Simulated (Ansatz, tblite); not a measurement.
Removing and adding an electron: SiFCl3 (SiCl3F). The state is a singlet with charge 0. Geometry: PBE-D4/def2-SVP. Ansatz, gas phase; energy differences of separate SCF runs; the oxidised species was run as a doublet alone; the reduced species was run as a doublet alone.

```xyz
5

Si    0.029   -0.031   -0.047
F     0.761   -0.823   -1.254
Cl    1.404    1.179    0.859
Cl   -0.700   -1.406    1.277
Cl   -1.494    1.080   -0.836
```

The xTB rows come from tblite.

```
               level  −HOMO (eV)  vertical IE (eV)  −LUMO (eV)  vertical EA (eV)  HOMO–LUMO gap (eV)  IE − EA (eV)                       remarks
            GFN1-xTB       12.66             15.15        4.71              1.78                7.95         13.37                             –
            GFN2-xTB       12.48             15.27        5.53              2.93                6.94         12.34                             –
    PBE-D4/def2-TZVP        8.22             11.19        1.76                 –                6.46             –                             –
   PBE-D4/def2-TZVPD        8.28                 –        1.96             -0.11                6.32             –  HOMO above zero (-1 doublet)
 r2SCAN-D4/def2-TZVP        8.61             11.49        1.37                 –                7.25             –                             –
r2SCAN-D4/def2-TZVPD        8.64                 –        1.51             -0.39                7.13             –  HOMO above zero (-1 doublet)
   PBE0-D4/def2-TZVP        9.67             11.77        0.74                 –                8.94             –                             –
  PBE0-D4/def2-TZVPD        9.71                 –        1.00             -0.32                8.71             –  HOMO above zero (-1 doublet)
```

   A HOMO above zero means that the electron is unbound at that level or that self-interaction error raises the level; the energy of removing that electron tells which. Raw xTB energy differences between charge states are shifted by several eV; the methods need an empirical correction for them. A negative affinity means that the extra electron isn't bound; its size then hangs on the basis.
